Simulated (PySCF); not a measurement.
Al(F)(Cl)(OMe) (CH3AlClFO), SMILES C[O][Al]([F])[Cl].

Coordinates come from a B3LYP-D3(BJ)/def2-SVP optimisation. The structure was generated by enumeration; whether it is a known compound was not checked. One conformer was computed; it need not be the lowest.

Method: HF/def2-TZVP (PySCF).

Isolated molecule, no solvent.

### Question
Estimate the frontier levels, gap, dipole moment and polarisability. (The exact figures need the calculation; the answer reports its results.)

### Answer

| Quantity | Value |
|---|---|
| highest occupied level | -12.53 eV |
| lowest empty level | 2.02 eV |
| orbital gap | 14.55 eV |
| dipole moment | 0.420 e·Å |
| quadrupole, principal values (traceless, Buckingham form, about the centre of nuclear charge) | -9.40, 2.75, 6.65 D·Å |
| mean static polarisability | 42.8 bohr³ (6.35 Å³) |
| polarisability, principal values | 36.6, 39.9, 52.1 bohr³ |
